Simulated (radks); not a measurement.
Polarisability of the argon ion Ar8+, [Ne], at imaginary frequency. All-electron calculation, scalar-relativistic Kohn-Sham, LDA (Slater exchange, Perdew-Wang correlation), spin-unpolarised, spherical densities, finite nucleus; Fermi nuclear charge, rms radius 3.4274 fm. Program: a radial shooting solver on a logarithmic mesh with Libxc functionals. Response by self-consistent Sternheimer equations with the Hartree and adiabatic LDA kernel, the relativistic mass of each level held fixed and spin-orbit coupling left out.

| w (hartree) | alpha1(iw) (bohr^3) | alpha2(iw) (bohr^5) |
|---|---|---|
| 0.00266 | 0.03824 | 0.01143 |
| 0.0143 | 0.03824 | 0.01143 |
| 0.0360 | 0.03824 | 0.01143 |
| 0.0697 | 0.03823 | 0.01143 |
| 0.118 | 0.03823 | 0.01143 |
| 0.186 | 0.03823 | 0.01143 |
| 0.280 | 0.03822 | 0.01143 |
| 0.413 | 0.03819 | 0.01142 |
| 0.605 | 0.03814 | 0.01141 |
| 0.892 | 0.03803 | 0.01138 |
| 1.35 | 0.03777 | 0.01131 |
| 2.12 | 0.03710 | 0.01114 |
| 3.59 | 0.03518 | 0.01064 |
| 6.94 | 0.02909 | 0.009009 |
| 17.5 | 0.01370 | 0.004505 |

Static values: alpha1 = 0.03824 bohr^3 (0.005666 angstrom^3; uncoupled 0.04181), alpha2 = 0.01143 bohr^5, alpha3 = 0.005348 bohr^7. C6 = 0.01419, C8 = 0.02206, triple-dipole C9 = 0.0003974 atomic units. One-pole (London) frequency 4 C6 / (3 alpha1^2) = 12.941 hartree, against 14.521 for minus the highest occupied eigenvalue.
